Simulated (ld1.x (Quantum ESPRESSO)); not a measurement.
Which change was made? (Se, TM)

selenium (Se), norm-conserving Troullier–Martins (Kleinman–Bylander form), made with ld1.x (Quantum ESPRESSO) 7.5 (BLYP, scalar-relativistic). Core [Ar] 3d10, reference 4s2 4p2.5 (charge +1.5). Waves: 4p (bound): rc 1.55 bohr; 4s (bound): rc 1.60 bohr. Local part: the s channel. Core correction: a·sin(br)/r model core inside 0.75 bohr.

Cutoffs, loose and tight: the cutoffs (Ry, on a coarse ladder) from which the occupation-weighted sum of valence levels, in a spherical-Bessel basis at the reference potential, stays within 10 and 1 mRy of its value at 400 Ry. They do not see the model core or the augmentation charge, which bear on the density cutoff. Test errors are all-electron minus pseudo excitation energies from the reference, over the configurations 4s2 4p4; 4s2 4p3; 4s2 4p2; 4s2 4p0; 4s0 4p6; 4s2 4p1; 4s2 4p4.3; variants that change the core or the reference have their own tests.

The base gives: outcome: generated; cutoff, loose: 40 Ry; cutoff, tight: 55 Ry; bound ghosts: none; largest test error (meV): -83.

Task: After one change the result is: outcome: generated; cutoff, loose: 30 Ry; cutoff, tight: 45 Ry; bound ghosts: p; largest test error (meV): -48. Which change was it?
A. core correction a·sin(br)/r model core inside 1.82 bohr
B. all radii but the core radius scaled by about 1.20 (s 1.92, p 1.86 bohr)
C. local potential all-electron potential smoothed inside 1.25 bohr (lloc = -1)

Result: B. The others give: core correction a·sin(br)/r model core inside 1.82 bohr → outcome: generated; cutoff, loose: 40 Ry; cutoff, tight: 55 Ry; bound ghosts: none; largest test error (meV): +80 | local potential all-electron potential smoothed inside 1.25 bohr (lloc = -1) → outcome: generated; cutoff, loose: 25 Ry; cutoff, tight: 55 Ry; bound ghosts: s, d; largest test error (meV): +207.
